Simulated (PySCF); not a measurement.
Spinor energies of V²⁺ (vanadium, charge +2)

Start: [Ar] 3d2 4s1; 3d5/2 filled at m_j = +3/2, +5/2; 4s1/2 filled at m_j = +1/2. Calculated with PySCF 2.14 in x2c-SVPall-2c with one added diffuse shell each of s, d type (6s5p4d1f, 48 functions): generalised Hartree-Fock with the X2C-1e Hamiltonian and a Gaussian nucleus; one run each with spin-orbit coupling (SO) switched off, then screened by Boettger's factors. This is a chosen level, not necessarily the ground level.

| spinor shell | electrons | ε, spin-free (eV) | ε, screened SO (eV) | weight of nominal j (screened SO) | rms radius, screened SO (bohr) |
| --- | --- | --- | --- | --- | --- |
| 1s1/2 | 2 | -5545.6 | -5545.6 | 1.000 | 0.0768 |
| 2s1/2 | 2 | -684.47 | -684.47 | 1.000 | 0.332 |
| 2p1/2 | 2 | -573.28 | -577.99 | 0.995 | 0.301 |
| 2p3/2 | 4 | -573.28 | -570.98 | 0.998 | 0.304 |
| 3s1/2 | 2 | -112.55 | -112.56 | 1.000 | 1.01 |
| 3p3/2 | 4 | -79.399 | -80.031 | 0.851 | 1.10 |
| 3p1/2 | 2 | -79.399 | -78.158 | 0.703 | 1.09 |
| 3d5/2 | 2 | -38.101 | -38.083 | 0.896 | 1.31 |
| 4s1/2 | 1 | -22.740 | -22.741 | 1.000 | 3.22 |

| quantity | spin-free | screened SO |
| --- | --- | --- |
| E (hartree) | -947.07925 | -947.08351 |
| M_J | 9/2 | 9/2 |
| ⟨J²⟩ | 24.754 | 24.754 |
| ⟨L²⟩ | 12.004 | 12.005 |
| ⟨S²⟩ | 3.750 | 3.750 |

Each row is a mean over spinors that exchange with the open shell spreads, by up to 8.849 eV (3p3/2).

Rows whose weight is well below 1 are mixtures of j = l ± 1/2: exchange outweighs spin-orbit coupling there, and the label is only the starting occupation.

Without spin-orbit coupling the j labels of p, d and f shells carry no meaning; the spin-free column gives the mean over the occupied spinors of each nl shell.
